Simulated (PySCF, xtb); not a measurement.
Ta(S)(Cl)(NH2)2 (ClH4N2STa), SMILES [NH2][Ta]([NH2])(=[S])[Cl], multiplicity 1. Other conformers were not sampled.

Harmonic wavenumbers (cm⁻¹) from GFN2-xTB run with xtb at its own minimum, in rising order: 62, 91, 106, 136, 146, 200, 249, 323, 448, 481, 491, 537, 542, 569, 577, 1527, 1527, 3370, 3371, 3399, 3400.

Question: What does B3LYP-D3(BJ)/def2-SVP run with PySCF give at its own minimum? (An estimate is asked for; the answer gives what the named calculation found.)

Answer: 115, 132, 167, 167, 193, 211, 356, 391, 499, 519, 535, 554, 605, 677, 686, 1503, 1506, 3523, 3526, 3619, 3620. Paired by order, the mean absolute difference is 78 cm⁻¹ and the zero-point energies are 30.8 and 33.0 kcal/mol.
